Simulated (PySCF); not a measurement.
Cl₂Sn, triplet, at a GFN2-xTB geometry (such geometries of metal compounds can be far from the true shape) (the spin is typed, not shown lowest) (core potentials on Sn).

The PySCF input:
```python
from pyscf import gto, scf, dft

mol = gto.M(
    atom='''
Sn    0.00993257   -0.00944619    0.58952790
Cl    1.24741626    1.57493270   -0.86320274
Cl   -1.27662969   -1.54714980   -0.87070284
''',
    basis='def2-tzvp',
    ecp={'Sn': 'def2-tzvp'},
    spin=2,
    verbose=4,
)

mf = dft.UKS(mol)
mf.xc = 'revpbe'
mf = mf.density_fit(auxbasis='def2-universal-jkfit')
mf.kernel()
```

Q: What does this run give for the dipole moment, number of basis functions, nuclear repulsion energy, <S^2>, Mulliken (on the basis functions themselves) charges in atom order?

A: 
- dipole moment = 2.22 D
- number of basis functions = 124
- nuclear repulsion energy = 197.6778 Eh
- <S^2> = 2.004
- Mulliken (on the basis functions themselves) charges in atom order = Sn1 0.52, Cl2 -0.26, Cl3 -0.26

These values belong to the state on which the SCF converged, which isn't shown to be the lowest.

Q: Roughly what does it cost on one core?

A: about 19 core-seconds (a rough figure).
